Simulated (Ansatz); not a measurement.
GaCl2(NH2) (GaNCl2H2). Charge 0, multiplicity 3. Geometry PBE0-D4/def2-SVP, that of the neutral singlet; atoms count from 1.

```xyz
6

Ga    0.312   -0.221   -0.608
Cl   -0.602   -1.727   -1.810
Cl    2.168    0.620   -1.240
N    -0.461    0.323    0.910
H    -0.071    1.042    1.506
H    -1.345   -0.037    1.243
```

At PBE0-D4/def2-TZVP a singlet of charge 0 lies 5.23 eV below the triplet at the same geometry.

Q: Estimate the Mulliken populations from the PBE0/def2-TZVP orbitals of Ansatz.

A: 
```csv
atom,charge (e),spin (α − β)
Ga1,0.13,0.67
Cl2,-0.26,0.11
Cl3,-0.26,0.11
N4,0.08,0.81
H5,0.15,0.14
H6,0.15,0.14
```
Mulliken values depend strongly on the basis.

Q: Where does the spin sit?

A: Summed by element: Ga 0.67, Cl 0.23, N 0.81, H 0.29, of 2 unpaired in all. Largest on single atoms: N4 0.81, Ga1 0.67, H5 0.14.

Q: And the Mayer bond orders between heavy atoms (over 0.3)?

A: Ga1–Cl2 1.05 (2.13 Å); Ga1–Cl3 1.05 (2.13 Å); Ga1–N4 0.34 (1.79 Å).
